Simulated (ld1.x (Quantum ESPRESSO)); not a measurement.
**Reading a pseudo-wave (H)**

Columns: radius, all-electron u(r) and pseudo u(r) of the 1s shell (level -6.36 eV) of hydrogen in the configuration 1s1; LDA (PZ), non-relativistic, ultrasoft scheme, ld1.x (Quantum ESPRESSO) 7.5.

```
r (bohr)  all-electron  pseudo
   0.075        0.1288  0.0859
   0.150        0.2390  0.1702
   0.225        0.3326  0.2513
   0.300        0.4115  0.3277
   0.375        0.4774  0.3982
   0.450        0.5318  0.4619
   0.525        0.5762  0.5179
   0.600        0.6118  0.5659
   0.675        0.6397  0.6056
   0.750        0.6609  0.6372
   0.825        0.6762  0.6610
   0.900        0.6864  0.6776
   0.975        0.6922  0.6879
   1.050        0.6942  0.6927
   1.125        0.6930  0.6928
   1.200        0.6889  0.6892
   1.275        0.6824  0.6827
   1.350        0.6739  0.6741
   1.425        0.6637  0.6637
   1.500        0.6520  0.6520
   1.575        0.6391  0.6391
   1.650        0.6253  0.6253
   1.725        0.6106  0.6106
   1.800        0.5953  0.5953
   1.875        0.5796  0.5796
   1.950        0.5635  0.5635
```

(1) How many radial nodes do the two functions have?

(2) Is the pseudo-wave norm-conserving?

## Answers

(1) The all-electron 1s function has n − l − 1 = 0; the pseudo-wave has 0.

(2) No, it belongs to an ultrasoft set: the norm inside the radius is not constrained, and the difference is carried by the augmentation charge.
